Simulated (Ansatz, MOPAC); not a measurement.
The molecule O2+, multiplicity 2 (the spin of the measured ground state). The T1 diagnostic near the minimum is 0.072, so single-reference values are doubtful.

The constants come from a fifth-degree fit in 1/R (seven points, main isotopes). Runs in def2 and cc sets follow the lowest solution found near the PBE0 minimum.

The state that PM7 reach isn't checked; PM7 holds dispersion and hydrogen-bond terms.

Run with Ansatz (Gaussian basis) for Hartree–Fock, density functionals and correlated methods; MOPAC for PM7 (differences of heats of formation). 

**Question.** What bond length and harmonic frequency does PM7 give?

**Answer.** r_e = 1.063 Å, ω_e = 1831 cm⁻¹.

**Question.** What bond length and harmonic frequency does B3LYP/def2-TZVPP give?

**Answer.** r_e = 1.106 Å, ω_e = 2053 cm⁻¹.

**Question.** What bond length and harmonic frequency does wB97M-V/def2-TZVPP give?

**Answer.** r_e = 1.101 Å, ω_e = 2117 cm⁻¹.

Measured for the ground state: r_e 1.1164 Å [Huber and Herzberg (1979), NIST Chemistry WebBook]. ω_e 1905.9 cm-1, ω_e x_e 16.489 cm-1, B_e 1.6898 cm-1, α_e 0.019363 cm-1 [Irikura, J. Phys. Chem. Ref. Data 36, 389 (2007)].

Ansatz is a program for electronic structure.
